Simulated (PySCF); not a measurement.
H4BClO, singlet, PBE0/def2-SVP optimised geometry.

```
7

B     -0.68    -0.14     0.00
H     -1.16     0.97     0.00
H     -1.16    -0.97    -0.73
Cl     1.16    -0.14     0.00
O     -1.05    -0.70     1.51
H     -0.60    -0.12     2.14
H     -0.62    -1.57     1.60
```

Density from PBE0/def2-TZVP (PySCF 2.14.0) at that geometry.

Minimum of the electron density along straight lines between bonded atoms, close to the bond critical point (lines longer than 1.1 times the sum of covalent radii, or with two minima, are not listed):

```json
[
 {"bond": "B1–H2", "length / Å": "1.210", "ρ at the minimum / e bohr⁻³": "0.181", "∇²ρ there / e bohr⁻⁵": "-0.37", "position (fraction from the first atom)": "0.43"},
 {"bond": "B1–H3", "length / Å": "1.210", "ρ at the minimum / e bohr⁻³": "0.181", "∇²ρ there / e bohr⁻⁵": "-0.37", "position (fraction from the first atom)": "0.43"},
 {"bond": "B1–Cl4", "length / Å": "1.844", "ρ at the minimum / e bohr⁻³": "0.121", "∇²ρ there / e bohr⁻⁵": "0.02", "position (fraction from the first atom)": "0.29"},
 {"bond": "O5–H6", "length / Å": "0.971", "ρ at the minimum / e bohr⁻³": "0.351", "∇²ρ there / e bohr⁻⁵": "-2.47", "position (fraction from the first atom)": "0.82"},
 {"bond": "O5–H7", "length / Å": "0.971", "ρ at the minimum / e bohr⁻³": "0.351", "∇²ρ there / e bohr⁻⁵": "-2.47", "position (fraction from the first atom)": "0.82"}
]
```
